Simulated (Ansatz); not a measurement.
Ansatz (a program for electronic structure) input (B3LYP/6-31G*):

Ansatz 0.2 input:
```yaml
crystal:
  periodic: [false, false, false]
  atoms:
    - {symbol: N, position_ang: [2.13788270, 0.30604838, 0.32851708]}
    - {symbol: Si, position_ang: [0.96763611, -0.65284446, -0.54932099]}
    - {symbol: Si, position_ang: [-1.18418019, -0.27105521, 0.31853467]}
    - {symbol: N, position_ang: [-1.58927350, 1.39093331, -0.04994185]}
    - {symbol: H, position_ang: [2.01694880, 1.31121874, 0.37751030]}
    - {symbol: H, position_ang: [3.11980306, 0.05520381, 0.32120029]}
    - {symbol: H, position_ang: [1.40423842, -2.07446233, -0.35611904]}
    - {symbol: H, position_ang: [-2.09195670, -1.32208872, -0.25189555]}
    - {symbol: H, position_ang: [-1.28579710, -0.38316882, 1.80321620]}
    - {symbol: H, position_ang: [-2.40123701, 1.79009263, 0.40962482]}
    - {symbol: H, position_ang: [-1.57064674, 1.67892839, -1.02255511]}
basis:
  gaussian:
    orbitals: 6-31G*
hamiltonian:
  xc: {name: B3LYP}
magnetization: {spin_polarized: true, initial_magnetization: 1}
phonons: {temperatures: {t_min: 298.15, t_max: 298.15, t_step: 100}}
```

Output:

```
Functional definition: B3LYP
integrals: 0.03 GiB planned
904 factors; integrals over basis functions are off by at most 7.3e-4 eV
mean field: 0.49 GiB planned
mean field evaluation 1: about -18838.2449 eV, gradient 5.3e1 eV
mean field evaluation 2: about -18811.5556 eV, gradient 8.7e1 eV
mean field evaluation 4: about -18849.0507 eV, gradient 5.4e0 eV
mean field evaluation 8: about -18849.1929 eV, gradient 2.6e-1 eV
mean field evaluation 16: about -18849.1933 eV, gradient 2.4e-4 eV
mean field -18849.19334502 eV, -692.6950789872 hartree, gradient 5.2e-5 eV, S^2 0.752787; 0 other end points of the search recorded, 0 dependent functions left out
the calculation of the forces begins
reference -18849.19360462 eV, -692.6950885273 hartree; 25, 24 occupied and 57, 58 virtual orbitals, 904 factors
these checks for a lower state are left out or cut short: stability, starts, cluster_reference, orbital_swaps, neighbouring_geometries, increment
integrals: 0.03 GiB planned
904 factors; integrals over basis functions are off by at most 7.3e-4 eV
mean field: 0.49 GiB planned
mean field -18849.19315711 eV, -692.6950720818 hartree, gradient 1.8e-6 eV, S^2 0.752790; 0 other end points of the search recorded, 0 dependent functions left out
the calculation of the forces begins
reference -18849.19341675 eV, -692.6950816234 hartree; 25, 24 occupied and 57, 58 virtual orbitals, 904 factors
these checks for a lower state are left out or cut short: stability, starts, cluster_reference, orbital_swaps, neighbouring_geometries, increment
integrals: 0.03 GiB planned
904 factors; integrals over basis functions are off by at most 7.3e-4 eV
mean field: 0.49 GiB planned
mean field -18849.19315563 eV, -692.6950720273 hartree, gradient 1.4e-6 eV, S^2 0.752785; 0 other end points of the search recorded, 0 dependent functions left out
the calculation of the forces begins
reference -18849.19341518 eV, -692.6950815658 hartree; 25, 24 occupied and 57, 58 virtual orbitals, 904 factors
these checks for a lower state are left out or cut short: stability, starts, cluster_reference, orbital_swaps, neighbouring_geometries, increment
integrals: 0.03 GiB planned
904 factors; integrals over basis functions are off by at most 7.3e-4 eV
mean field: 0.49 GiB planned
mean field evaluation 32: about -18849.1931 eV, gradient 9.2e-2 eV
mean field -18849.19315857 eV, -692.6950721354 hartree, gradient 2.9e-6 eV, S^2 0.752789; 0 other end points of the search recorded, 0 dependent functions left out
the calculation of the forces begins
reference -18849.19341821 eV, -692.6950816770 hartree; 25, 24 occupied and 57, 58 virtual orbitals, 904 factors
these checks for a lower state are left out or cut short: stability, starts, cluster_reference, orbital_swaps, neighbouring_geometries, increment
integrals: 0.03 GiB planned
904 factors; integrals over basis functions are off by at most 7.3e-4 eV
mean field: 0.49 GiB planned
mean field -18849.19315345 eV, -692.6950719473 hartree, gradient 1.2e-6 eV, S^2 0.752786; 0 other end points of the search recorded, 0 dependent functions left out
the calculation of the forces begins
reference -18849.19341301 eV, -692.6950814858 hartree; 25, 24 occupied and 57, 58 virtual orbitals, 904 factors
these checks for a lower state are left out or cut short: stability, starts, cluster_reference, orbital_swaps, neighbouring_geometries, increment
integrals: 0.03 GiB planned
904 factors; integrals over basis functions are off by at most 7.3e-4 eV
mean field: 0.49 GiB planned
mean field -18849.19332463 eV, -692.6950782379 hartree, gradient 2.8e-6 eV, S^2 0.752788; 0 other end points of the search recorded, 0 dependent functions left out
the calculation of the forces begins
reference -18849.19358422 eV, -692.6950877777 hartree; 25, 24 occupied and 57, 58 virtual orbitals, 904 factors
these checks for a lower state are left out or cut short: stability, starts, cluster_reference, orbital_swaps, neighbouring_geometries, increment
integrals: 0.03 GiB planned
904 factors; integrals over basis functions are off by at most 7.3e-4 eV
mean field: 0.49 GiB planned
mean field -18849.19332268 eV, -692.6950781662 hartree, gradient 1.6e-6 eV, S^2 0.752786; 0 other end points of the search recorded, 0 dependent functions left out
the calculation of the forces begins
reference -18849.19358228 eV, -692.6950877066 hartree; 25, 24 occupied and 57, 58 virtual orbitals, 904 factors
these checks for a lower state are left out or cut short: stability, starts, cluster_reference, orbital_swaps, neighbouring_geometries, increment
integrals: 0.03 GiB planned
904 factors; integrals over basis functions are off by at most 7.3e-4 eV
mean field: 0.49 GiB planned
mean field -18849.19326655 eV, -692.6950761037 hartree, gradient 1.1e-6 eV, S^2 0.752782; 0 other end points of the search recorded, 0 dependent functions left out
[...]
these checks for a lower state are left out or cut short: stability, starts, cluster_reference, orbital_swaps, neighbouring_geometries, increment
integrals: 0.03 GiB planned
904 factors; integrals over basis functions are off by at most 7.3e-4 eV
mean field: 0.49 GiB planned
mean field -18849.19325663 eV, -692.6950757389 hartree, gradient 1.1e-6 eV, S^2 0.752787; 0 other end points of the search recorded, 0 dependent functions left out
the calculation of the forces begins
reference -18849.19351626 eV, -692.6950852804 hartree; 25, 24 occupied and 57, 58 virtual orbitals, 904 factors
these checks for a lower state are left out or cut short: stability, starts, cluster_reference, orbital_swaps, neighbouring_geometries, increment
integrals: 0.03 GiB planned
904 factors; integrals over basis functions are off by at most 7.3e-4 eV
mean field: 0.49 GiB planned
mean field -18849.19325839 eV, -692.6950758037 hartree, gradient 2.6e-6 eV, S^2 0.752787; 0 other end points of the search recorded, 0 dependent functions left out
the calculation of the forces begins
reference -18849.19351795 eV, -692.6950853424 hartree; 25, 24 occupied and 57, 58 virtual orbitals, 904 factors
these checks for a lower state are left out or cut short: stability, starts, cluster_reference, orbital_swaps, neighbouring_geometries, increment
integrals: 0.03 GiB planned
904 factors; integrals over basis functions are off by at most 7.3e-4 eV
mean field: 0.49 GiB planned
mean field evaluation 352: about -18849.1933 eV, gradient 5.1e-2 eV
mean field -18849.19331480 eV, -692.6950778766 hartree, gradient 2.0e-6 eV, S^2 0.752787; 0 other end points of the search recorded, 0 dependent functions left out
the calculation of the forces begins
reference -18849.19357439 eV, -692.6950874166 hartree; 25, 24 occupied and 57, 58 virtual orbitals, 904 factors
these checks for a lower state are left out or cut short: stability, starts, cluster_reference, orbital_swaps, neighbouring_geometries, increment
integrals: 0.03 GiB planned
904 factors; integrals over basis functions are off by at most 7.3e-4 eV
mean field: 0.49 GiB planned
mean field -18849.19331479 eV, -692.6950778764 hartree, gradient 2.2e-6 eV, S^2 0.752787; 0 other end points of the search recorded, 0 dependent functions left out
the calculation of the forces begins
reference -18849.19357439 eV, -692.6950874166 hartree; 25, 24 occupied and 57, 58 virtual orbitals, 904 factors
these checks for a lower state are left out or cut short: stability, starts, cluster_reference, orbital_swaps, neighbouring_geometries, increment
integrals: 0.03 GiB planned
904 factors; integrals over basis functions are off by at most 7.3e-4 eV
mean field: 0.49 GiB planned
mean field -18849.19330377 eV, -692.6950774715 hartree, gradient 2.3e-6 eV, S^2 0.752788; 0 other end points of the search recorded, 0 dependent functions left out
the calculation of the forces begins
reference -18849.19356336 eV, -692.6950870114 hartree; 25, 24 occupied and 57, 58 virtual orbitals, 904 factors
these checks for a lower state are left out or cut short: stability, starts, cluster_reference, orbital_swaps, neighbouring_geometries, increment
integrals: 0.03 GiB planned
904 factors; integrals over basis functions are off by at most 7.3e-4 eV
mean field: 0.49 GiB planned
mean field -18849.19330451 eV, -692.6950774987 hartree, gradient 2.5e-6 eV, S^2 0.752787; 0 other end points of the search recorded, 0 dependent functions left out
the calculation of the forces begins
reference -18849.19356412 eV, -692.6950870391 hartree; 25, 24 occupied and 57, 58 virtual orbitals, 904 factors
these checks for a lower state are left out or cut short: stability, starts, cluster_reference, orbital_swaps, neighbouring_geometries, increment
integrals: 0.03 GiB planned
904 factors; integrals over basis functions are off by at most 7.3e-4 eV
mean field: 0.49 GiB planned
mean field -18849.19333526 eV, -692.6950786287 hartree, gradient 2.6e-6 eV, S^2 0.752787; 0 other end points of the search recorded, 0 dependent functions left out
the calculation of the forces begins
reference -18849.19359488 eV, -692.6950881696 hartree; 25, 24 occupied and 57, 58 virtual orbitals, 904 factors
these checks for a lower state are left out or cut short: stability, starts, cluster_reference, orbital_swaps, neighbouring_geometries, increment
integrals: 0.03 GiB planned
904 factors; integrals over basis functions are off by at most 7.3e-4 eV
mean field: 0.49 GiB planned
mean field evaluation 384: about -18849.1933 eV, gradient 2.0e-5 eV
mean field -18849.19333578 eV, -692.6950786479 hartree, gradient 3.0e-6 eV, S^2 0.752787; 0 other end points of the search recorded, 0 dependent functions left out
the calculation of the forces begins
reference -18849.19359536 eV, -692.6950881872 hartree; 25, 24 occupied and 57, 58 virtual orbitals, 904 factors
these checks for a lower state are left out or cut short: stability, starts, cluster_reference, orbital_swaps, neighbouring_geometries, increment
integrals: 0.03 GiB planned
904 factors; integrals over basis functions are off by at most 7.3e-4 eV
mean field: 0.49 GiB planned
mean field -18849.19332345 eV, -692.6950781946 hartree, gradient 2.2e-6 eV, S^2 0.752787; 0 other end points of the search recorded, 0 dependent functions left out
the calculation of the forces begins
reference -18849.19358303 eV, -692.6950877339 hartree; 25, 24 occupied and 57, 58 virtual orbitals, 904 factors
these checks for a lower state are left out or cut short: stability, starts, cluster_reference, orbital_swaps, neighbouring_geometries, increment
integrals: 0.03 GiB planned
904 factors; integrals over basis functions are off by at most 7.3e-4 eV
mean field: 0.49 GiB planned
mean field -18849.19332375 eV, -692.6950782056 hartree, gradient 2.1e-6 eV, S^2 0.752788; 0 other end points of the search recorded, 0 dependent functions left out
the calculation of the forces begins
reference -18849.19358337 eV, -692.6950877465 hartree; 25, 24 occupied and 57, 58 virtual orbitals, 904 factors
these checks for a lower state are left out or cut short: stability, starts, cluster_reference, orbital_swaps, neighbouring_geometries, increment
integrals: 0.03 GiB planned
904 factors; integrals over basis functions are off by at most 7.3e-4 eV
mean field: 0.49 GiB planned
mean field -18849.19321735 eV, -692.6950742957 hartree, gradient 1.2e-6 eV, S^2 0.752787; 0 other end points of the search recorded, 0 dependent functions left out
the calculation of the forces begins
reference -18849.19347700 eV, -692.6950838376 hartree; 25, 24 occupied and 57, 58 virtual orbitals, 904 factors
these checks for a lower state are left out or cut short: stability, starts, cluster_reference, orbital_swaps, neighbouring_geometries, increment
integrals: 0.03 GiB planned
904 factors; integrals over basis functions are off by at most 7.3e-4 eV
mean field: 0.49 GiB planned
mean field -18849.19321618 eV, -692.6950742524 hartree, gradient 2.8e-6 eV, S^2 0.752787; 0 other end points of the search recorded, 0 dependent functions left out
the calculation of the forces begins
reference -18849.19347573 eV, -692.6950837908 hartree; 25, 24 occupied and 57, 58 virtual orbitals, 904 factors
Total energy: -18849.19360462 eV, -692.6950885273 hartree
Atom 0 at     2.137883     0.306048     0.328517 Å, force     0.000539     0.001317     0.000342 eV/Å
Atom 1 at     0.967636    -0.652844    -0.549321 Å, force    -0.000291     0.000915    -0.000581 eV/Å
Atom 2 at    -1.184180    -0.271055     0.318535 Å, force    -0.000895    -0.000101     0.000034 eV/Å
Atom 3 at    -1.589274     1.390933    -0.049942 Å, force     0.000839    -0.000605    -0.000339 eV/Å
Atom 4 at     2.016949     1.311219     0.377510 Å, force     0.000630    -0.001543    -0.000260 eV/Å
Atom 5 at     3.119803     0.055204     0.321200 Å, force     0.000184     0.000571     0.000176 eV/Å
Atom 6 at     1.404238    -2.074462    -0.356119 Å, force    -0.000343    -0.000339     0.000324 eV/Å
Atom 7 at    -2.091957    -1.322089    -0.251896 Å, force    -0.000452    -0.000068     0.000059 eV/Å
Atom 8 at    -1.285797    -0.383169     1.803216 Å, force     0.000105    -0.000108    -0.000091 eV/Å
Atom 9 at    -2.401237     1.790093     0.409625 Å, force    -0.000213    -0.000001    -0.000159 eV/Å
Atom 10 at    -1.570647     1.678928    -1.022555 Å, force    -0.000102    -0.000039     0.000496 eV/Å
Dipole moment:     0.070160     0.342345    -0.101646 e Å
Vibrations: 48.48 126.02 174.63 251.09 277.03 397.59 435.74 487.04 508.47 564.68 682.75 688.77 792.27 817.35 845.81 902.62 951.80 977.25 1617.78 1625.97 2158.93 2172.91 2212.14 3536.64 3555.23 3628.46 3652.95 cm⁻¹, zero-point energy 2.113336 eV
```

The blocks after the first are displaced geometries, from whose forces the wavenumbers follow.
